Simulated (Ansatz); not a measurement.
Computed with Ansatz on PBE0-D4/def2-TZVP structures; ΔE is electronic, products minus reactants. CCSD(T)/CBS is the MP2 limit (def2-TZVPP, def2-QZVPP) plus CCSD(T) − MP2 in def2-TZVPP, frozen cores. This one scheme is used for every species. DFT in def2-TZVPP. For Br outer-core shells are correlated without core-valence functions, which leaves a few kJ/mol of doubt a bond. Scalar relativity is left out up to krypton. One conformer a species, not always the lowest.

Consider the ligand exchange at the Al–N bond: `O=C=[N][Al]([F])[F]` + HBr → `[F][Al]([F])[Br]` + `N=C=O`.

(1) Is it downhill or uphill in electronic energy at CCSD(T)/CBS, and by how much? (Estimate.)

(2) What do these levels give: PBE-D4, BLYP-D4, PBE0-D4, BHLYP-D4, ωB97M-V, LC-ωPBE, CCSD/def2-SVP, MP2/def2-TZVPP, CCSD/def2-TZVPP, HF/def2-QZVPP, HF/CBS(def2), CCSD/CBS(def2)? (Best estimate.)

Largest T1 diagnostic among the species: 0.018.

Answers

(1) The calculation gave: Downhill: ΔE = -4.1 kcal/mol.

(2) Ansatz gave: PBE-D4 -5.2, BLYP-D4 -3.1, PBE0-D4 -4.6, BHLYP-D4 -2.5, ωB97M-V -3.8, LC-ωPBE -3.7, CCSD/def2-SVP -0.6, MP2/def2-TZVPP -3.1, CCSD/def2-TZVPP -2.3, HF/def2-QZVPP -1.6, HF/CBS(def2) -1.6, CCSD/CBS(def2) -3.6 kcal/mol.

From BLYP to BHLYP (50 % exact exchange), in def2-TZVPP and without D4, ΔE moves by +1.1 kcal/mol. At CCSD(T), def2-SVP lies +3.0 kcal/mol from the extrapolated value and def2-TZVPP +1.3 kcal/mol.
